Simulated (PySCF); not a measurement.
C₂H₆B, SMILES C[B]C (connectivity only; charge and spin as stated), charge +1, multiplicity 1.

Coordinates come from a r2SCAN-D4/def2-TZVP optimisation. The multiplicity is an assumed one; other spin states were not compared. The isomer is the one that the SMILES or the coordinates give; other isomers of the formula were not compared.

Method: r2SCAN/def2-TZVPD (PySCF).

Symmetry labels are those of the subgroup C2h that the program uses (full group D3d).

Question: List the valence orbital energies around the gap with their symmetry. (The exact figures need the calculation; the answer reports its results.)

Answer: 
| orbital | symmetry | energy (eV) |
|---|---|---|
| HOMO−7 | Ag | -25.45 |
| HOMO−6 | Bu | -24.85 |
| HOMO−5 | Ag | -17.78 |
| HOMO−4 | Bu | -17.10 |
| HOMO−3 | Au | -17.10 |
| HOMO−2 | Ag | -16.38 |
| HOMO−1 | Bg | -16.38 |
| HOMO | Bu | -16.04 |
| LUMO | Au | -8.09 |
| LUMO+1 | Bu | -8.09 |
| LUMO+2 | Ag | -4.57 |
| LUMO+3 | Bu | -2.77 |
